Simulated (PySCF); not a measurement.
# Basis-set dependence of excited states

Compound: methylcyclohexane, C₇H₁₄.
Bonds: C1–C2, C2–C3, C3–C4, C4–C5, C5–C6, C6–C7, C2–C7. Hydrogens: H8, H9, H10 on C1; H11 on C2; H12, H13 on C3; H14, H15 on C4; H16, H17 on C5; H18, H19 on C6; H20, H21 on C7.

TDDFT with PBE0 (PySCF), vertical singlets, core orbitals frozen in the response, spherical d and f functions. Isolated species at its PBE0-D3(BJ)/def2-SVP geometry (one conformer only).

```
      basis  functions  diffuse  S1 (eV)  S2 (eV)  S3 (eV)  S4 (eV)  S5 (eV)  LUMO (eV)  α (au)
     6-31G*        126       no     9.52     9.63     9.94    10.02    10.06       2.68    72.0
    6-31+G*        154      yes     7.61     7.75     7.99     8.05     8.08       0.44    79.0
   def2-SVP        168       no     8.81     8.94     9.15     9.26     9.29       1.77    75.0
  def2-SVPD        252      yes     7.99     8.13     8.36     8.45     8.48       0.82    82.7
aug-cc-pVDZ        287      yes     7.26     7.40     7.54     7.67     7.67      -0.01    84.8
```

Compare the sets with the largest diffuse one.

States are compared by their number. Against the largest diffuse basis here (aug-cc-pVDZ, itself not a converged limit), sets without diffuse functions differ by up to 2.26 eV in S1 and 2.39 eV in S5; the smaller diffuse sets differ by up to 0.73 and 0.81 eV. State by state, the largest deviation of a set without diffuse functions is S1 2.26, S2 2.24, S3 2.40, S4 2.35, S5 2.39 eV. The same number needn't mean the same state in each row. Against aug-cc-pVDZ the polarisability deviates by -15% in 6-31G*, -7% in 6-31+G*, -11% in def2-SVP, -2% in def2-SVPD. A single + in a Pople set puts diffuse functions on heavy atoms only.
